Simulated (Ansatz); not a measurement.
A nudged elastic band was laid between two geometries of H4O3Si (8 atoms, charge 0, multiplicity 1).

All numbers below come from Ansatz 0.2.0, RKS PBE0-D4/def2-SVP.

```
movable images  : 7
climbing image  : yes
spring          : 5.0 eV/Å²
optimiser       : quadratic models (default)
start path      : through a guess of the saddle point
force threshold : 0.2 eV/Å
iteration limit : 60
end points      : relaxed
```

First end point:

```xyz
8
Properties=species:S:1:pos:R:3
Si -0.041 -0.118 0.404
H 0.103 0.115 1.859
O 1.388 -0.652 -0.250
H 2.188 -0.180 -0.004
O -0.565 1.324 -0.199
H -0.945 1.295 -1.082
O -1.138 -1.286 0.006
H -0.760 -2.147 -0.194
```

Last end point:

```xyz
8
Properties=species:S:1:pos:R:3
Si -0.922 0.053 0.650
H 1.663 -0.257 1.539
O 1.327 0.074 0.696
H 1.315 -0.691 0.094
O -0.972 1.331 -0.420
H -0.698 1.124 -1.323
O -0.573 -1.210 -0.482
H -0.910 -2.072 -0.215
```

Q: Which bonds break or form, and what moves?

A: Bonds broken: Si1–H2, Si1–O3. Bonds formed: H2–O3. H4O3Si becomes H2O + H2O2Si.

Q: Give the energies along the band, and the barrier.

A: The forces met the threshold. The highest image is number 5 of 0 to 8, 3.35 eV above the first end and 1.22 eV above the last; the last end lies 2.13 eV above the first. The threshold of 0.2 eV/Å is loose, so the images may lie well off the minimum-energy path. The profile has 2 maxima (images 1, 5) with wells between them (image 3): this band takes more than one step, which may be the mechanism or a detour left from its start path. Neighbouring images differ by up to 3.3 eV, so the band resolves the path poorly. The order of the point at the top wasn't checked. The orbitals stay closed-shell, which can raise the energy where a bond breaks towards radicals; this wasn't checked here.

| image | path coordinate (Å) | energy (eV) | Si1–H2 (Å) | Si1–O3 (Å) | H2–O3 (Å) |
| --- | --- | --- | --- | --- | --- |
| 0 | 0.00 | 0.00 | 1.48 | 1.66 | 2.59 |
| 1 | 1.38 | 0.05 | 1.48 | 1.65 | 2.62 |
| 2 | 2.75 | 0.02 | 1.48 | 1.66 | 2.58 |
| 3 | 4.13 | 0.00 | 1.48 | 1.66 | 2.57 |
| 4 | 5.50 | 0.03 | 1.48 | 1.65 | 2.57 |
| 5 | 6.87 | 3.35 | 1.62 | 1.88 | 1.31 |
| 6 | 7.35 | 2.45 | 2.05 | 2.15 | 0.99 |
| 7 | 7.82 | 2.18 | 2.54 | 2.24 | 0.97 |
| 8 | 8.30 | 2.13 | 2.75 | 2.25 | 0.97 |

Q: What is the geometry of the highest image?

A: 
```xyz
8
Properties=species:S:1:pos:R:3:forces:R:3
Si -0.351 0.003 0.537 0.00 0.00 0.00
H 0.943 -0.072 1.502 0.00 0.00 0.00
O 1.522 0.044 0.337 0.00 0.00 0.00
H 1.853 -0.831 0.072 0.00 0.00 0.00
O -0.886 1.350 -0.257 0.00 0.00 0.00
H -1.056 1.230 -1.200 0.00 0.00 0.00
O -0.736 -1.295 -0.454 0.00 0.00 0.00
H -1.058 -2.077 0.004 0.00 0.00 0.00
```

Run time: 6.2 min on 1 thread of Arm Neoverse V2 (shared host), peak memory 0.15 GiB.
